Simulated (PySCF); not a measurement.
Gas-phase reaction: TeF₄ + 2 FO = TeF₆ + O₂

Computed with PySCF and rigid-rotor harmonic-oscillator thermochemistry at 1 bar. † marks an energy on the PBE0/def2-TZVP geometry and frequencies. CCSD(T) freezes the core. Open shells (unrestricted): FO (multiplicity 2, electronic degeneracy 4), O₂ (multiplicity 3); the rest are closed-shell singlets. Spin-orbit splitting is ignored; it lowers the true energy and changes the entropy of FO. B3LYP is the form with VWN-RPA correlation. Te: scalar-relativistic def2 core potential, no spin-orbit coupling. CCSD(T) isn't extrapolated to the basis-set limit. The harmonic model lacks anharmonicity and excited electronic states, which grow with temperature; levels with a mode under 35 cm⁻¹ are left out.

```json
[
 {"level": "B3LYP/def2-TZVP†", "ΔE electronic, kJ": "-596", "ΔH°(298 K), kJ": "-587", "ΔS°(298 K), J/K": "-220", "ΔG°(800 K), kJ": "-412"},
 {"level": "BLYP/def2-TZVP†", "ΔE electronic, kJ": "-554", "ΔH°(298 K), kJ": "-545", "ΔS°(298 K), J/K": "-220", "ΔG°(800 K), kJ": "-370"},
 {"level": "CCSD(T)/def2-SVP†", "ΔE electronic, kJ": "-607", "ΔH°(298 K), kJ": "-598", "ΔS°(298 K), J/K": "-220", "ΔG°(800 K), kJ": "-423"},
 {"level": "HF/def2-TZVP†", "ΔE electronic, kJ": "-598", "ΔH°(298 K), kJ": "-588", "ΔS°(298 K), J/K": "-220", "ΔG°(800 K), kJ": "-414"},
 {"level": "PBE/def2-TZVP†", "ΔE electronic, kJ": "-602", "ΔH°(298 K), kJ": "-592", "ΔS°(298 K), J/K": "-220", "ΔG°(800 K), kJ": "-418"},
 {"level": "PBE0/def2-SVP†", "ΔE electronic, kJ": "-580", "ΔH°(298 K), kJ": "-571", "ΔS°(298 K), J/K": "-220", "ΔG°(800 K), kJ": "-396"},
 {"level": "ωB97M-V/def2-TZVP†", "ΔE electronic, kJ": "-645", "ΔH°(298 K), kJ": "-636", "ΔS°(298 K), J/K": "-220", "ΔG°(800 K), kJ": "-461"}
]
```
ΔH° is lowest at ωB97M-V/def2-TZVP† and highest at BLYP/def2-TZVP†. No reference value is set beside these.
